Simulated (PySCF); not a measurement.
Gas-phase equilibrium of 1 mol H₂O, 4 mol O₂ at 600 K and 0.00133 bar, among 9 species (O₂, O, HO₂, H₂O, H, H₂O₂, O₃, H₂, OH). Only gases are allowed; each row takes one source of thermochemistry for all species, and Cantera finds the minimum.

Energies from PySCF, thermal terms from the rigid-rotor harmonic-oscillator model, ideal gas at 1 bar. The comparison is the NASA 1993 polynomial table, which mixes measured and estimated data. † marks an energy on the PBE0/def2-TZVP geometry and frequencies; other levels use their own. 6-31G* has spherical d functions here. Open shells (unrestricted) among the columns below: O₂ (multiplicity 3), O (multiplicity 3, electronic degeneracy 9), OH (multiplicity 2, electronic degeneracy 4); the rest are closed-shell singlets. Spin-orbit splitting is ignored; it lowers the true energy and changes the entropy of O, OH. The harmonic model lacks anharmonicity and excited electronic states, which grow with temperature; levels with a mode under 35 cm⁻¹ are left out. The table's entry may be an old estimate for OH (not checked at source).

Molecules larger than those listed are left out.

With table thermochemistry: O₂ 0.80, H₂O 0.20, O <1e-12, OH 2.7e-12.

How far does the composition move with the other sources (HF/6-31G*, M06-2X/def2-TZVP†, PBE/def2-SVP, PBE0/def2-SVP†, ωB97M-V/def2-TZVP†, ωB97X-V/def2-TZVP†)?


```tsv
thermochemistry	x O₂	x H₂O	x O	x OH
table	0.80	0.20	<1e-12	2.7e-12
HF/6-31G*	0.62	0.18	0.20	0.00058
M06-2X/def2-TZVP†	0.80	0.20	<1e-12	4.4e-12
PBE/def2-SVP	0.80	0.20	<1e-12	<1e-12
PBE0/def2-SVP†	0.80	0.20	<1e-12	3.0e-12
ωB97M-V/def2-TZVP†	0.80	0.20	<1e-12	5.4e-12
ωB97X-V/def2-TZVP†	0.80	0.20	<1e-12	4.1e-12
```
The most sensitive of these is O: it spans a factor of 10^11.3 over these rows; at this temperature one factor of ten is RT ln 10 = 11 kJ/mol.
